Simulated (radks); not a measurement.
Values are calculated unless marked as measured or tabulated.
Question: Species: N4+. Configuration: [He] 2s1. Level of theory: non-relativistic Kohn-Sham, PBE, spin-unpolarised, spherical densities, point nucleus; without spin polarisation the odd electron is poorly described (a radial shooting solver on a logarithmic mesh with Libxc functionals). Some entries of the table are withheld. Estimate them.

orbital  occ.  eigenvalue (eV)  <r> (bohr)  r(max) (bohr)
1s          2        -479.6214         (1)         0.1481
2s          1         -87.5151         (2)         0.8939
2p          0         -77.5583      0.9617         0.7636

Answer: 
(1) 1s <r> (bohr): 0.2285
(2) 2s <r> (bohr): 1.054
